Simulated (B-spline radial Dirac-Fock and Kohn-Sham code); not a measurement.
## Ionisation energies of arsenic ions, computed and tabulated

The computed values come from a radial B-spline solver: ΔSCF Dirac-Fock with Breit, self-energy and vacuum polarisation, finite nucleus, configuration average. Each value is the difference of the configuration-average energies of two neighbouring ions in their tabulated ground configurations. Correlation energy is missing from these numbers. NIST's values refer to the lowest levels; many for high charge states are themselves semi-empirical or theoretical. Where a p, d or f shell is open in either ion the computed value averages over both j values and all terms, while the table refers to the lowest levels; that difference holds spin-orbit splitting (largest in heavy or highly charged ions), term energies where several electrons share open shells, and correlation, and it can reach 10 % or more.

| ion | configuration | computed (eV) | NIST (eV) | kind | NIST − computed (eV) |
| --- | --- | --- | --- | --- | --- |
| As¹⁶⁺ | [Ne] 3s2 3p5 | 631.9 | 628.8 ± 0.6 | semi-empirical | -3.14 |
| As¹⁷⁺ | [Ne] 3s2 3p4 | 675.9 | 672.9 ± 0.9 | semi-empirical | -2.97 |
| As¹⁸⁺ | [Ne] 3s2 3p3 | 720.7 | 728.9 ± 2.2 | semi-empirical | +8.18 |
| As¹⁹⁺ | [Ne] 3s2 3p2 | 766.5 | 774 ± 1.8 | semi-empirical | +7.54 |
| As²⁰⁺ | [Ne] 3s2 3p1 | 813.1 | 814 ± 4 | semi-empirical | +0.89 |
| As²¹⁺ | [Ne] 3s2 | 907.1 | 911.7 ± 1.1 | semi-empirical | +4.60 |
| As²²⁺ | [Ne] 3s1 | 956.1 | 956.79 ± 0.03 | semi-empirical | +0.71 |
| As²³⁺ | [He] 2s2 2p6 | 2366.0 | 2356.9 ± 1.4 | semi-empirical | -9.12 |
| As²⁴⁺ | [He] 2s2 2p5 | 2499.6 | 2486 ± 4 | semi-empirical | -13.60 |
| As²⁵⁺ | [He] 2s2 2p4 | 2636.1 | 2626 ± 6 | semi-empirical | -10.10 |
| As²⁶⁺ | [He] 2s2 2p3 | 2775.5 | 2766 ± 21 | semi-empirical | -9.51 |
| As²⁷⁺ | [He] 2s2 2p2 | 2917.8 | 2938 ± 3 | semi-empirical | +20.17 |
| As²⁸⁺ | [He] 2s2 2p1 | 3063.1 | 3088.1 ± 1.9 | semi-empirical | +25.04 |
| As²⁹⁺ | [He] 2s2 | 3279.2 | 3287 ± 3 | semi-empirical | +7.75 |
| As³⁰⁺ | [He] 2s1 | 3411.5 | 3411.643 ± 0.007 | theoretical | +0.17 |
| As³¹⁺ | 1s2 | 14446.0 | 14447.68 | theoretical | +1.67 |
| As³²⁺ | 1s1 | 15029.0 | 15028.93 | theoretical | -0.10 |

Q: Where in this range is the largest relative jump, and why?

A: From As³⁰⁺ (3411.5 eV) to As³¹⁺ (14446.0 eV), a factor of 4.23. The configuration goes from [He] 2s1 to 1s2, so the next electron comes out of a deeper subshell.
